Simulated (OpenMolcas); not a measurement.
**Eu2+: effect of the ligand basis**

Eu2+ with 6 ligands (fluoride) in octahedral coordination (Oh) at 2.48 Å. A charge of +0.667 e stands 3.2 Å behind each ligand.

- Program: OpenMolcas
- Method: CASSCF
- Spin-orbit coupling: RASSI with atomic mean-field integrals over the reference wave functions

Fixed: metal basis ANO-RCC-VTZP, active space 7 electrons in 7 orbitals (4f), DKH2 Hamiltonian.

States (labels of O, the rotations of Oh). Energies in cm-1 above the lowest state or level, χT in cm3 K/mol.

| Run | Ligand basis | Ground state | χT at 300 K | Cost |
| --- | --- | --- | --- | --- |
| A | ANO-RCC-VDZP | 8A1 | 7.858 | roughly 110 core-seconds |
| B | ANO-RCC-VTZP | 8A1 | 7.858 | roughly 4 core-minutes |

Costs are those of the RASSCF and RASSI steps.

No quartet enters the spin-orbit mixing, so the splitting and order within the octet and the sextets are unsound, and g values and χT are rough. No measured value stands beside these numbers; the geometry is a model, was not optimised and need not be the one that this ion takes.
